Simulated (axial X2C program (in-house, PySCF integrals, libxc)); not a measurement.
**Bond lengths and stretching modes, held linear, of TaCN⁻**

Computed with an in-house all-electron X2C program for linear molecules (integrals from PySCF): two-component X2C with atomic mean-field Coulomb and Gaunt terms, Gaussian nuclei, basis Ta dyall-v3z, C dyall-v3z, N dyall-av3z with contracted cores. Spin-free rows use the one-electron spin-free X2C Hamiltonian.

Masses Ta 180.948, C 12.000, N 14.003 u. States: 2c Ω = 1/2 (beyond evenly filled blocks: ω = 1/2); spin-free M_S = 3/2, Λ = 2 (beyond evenly filled blocks: π+α, π-α, δ+α).

TPSSh, spin-free: energies above the lowest point

```
r(Ta–C) (Å)  r(C–N) (Å)  E (meV)
     2.0446      1.1437    95.04
     2.0446      1.1730    19.98
     2.0446      1.2023    32.93
     2.0970      1.1437    66.59
     2.0970      1.1730     0.00
     2.0970      1.2023    21.92
     2.0970      1.2317   116.35
     2.1494      1.1437    70.94
     2.1494      1.1730    11.44
     2.1494      1.2023    40.90
     2.2018      1.1730    47.35
     2.2018      1.2317   192.23
```

Fit a quadratic surface with cubic terms in each bond: where is the minimum, and what are the two stretching wavenumbers?

At TPSSh, spin-free: bonds 2.099 and 1.180 Å; harmonic stretches 366.2 and 2015.1 cm⁻¹; force constants 1.8, 15.8 and coupling 0.79 mdyn/Å.

The other levels and Hamiltonians give:

```
Hamiltonian  level  r(Ta–C) (Å)  r(C–N) (Å)  lower stretch (cm⁻¹)  upper stretch (cm⁻¹)
         2c   PBE0        2.101       1.173                 363.0                2071.5
         2c  TPSSh        2.099       1.180                 364.5                2015.6
  spin-free   PBE0        2.100       1.173                 365.1                2070.4
```

Each state is one determinant, the lowest of a limited PBE0 search; the stretches come from a fit to these few points and carry an uncertainty of a few per cent. Other orders of the atoms were not compared. Left out for rough or failed fits: HF 2c, MP2 2c, HF spin-free, MP2 spin-free. For an anion the highest level of a functional can be positive, and the basis then holds the extra electron. The molecule was held linear; bending was not examined, so a bent shape may lie lower. Note: functional without a current term on a determinant with orbital currents, of the molecule or an atom. Note: several unpaired electrons, one determinant need not be a pure state.
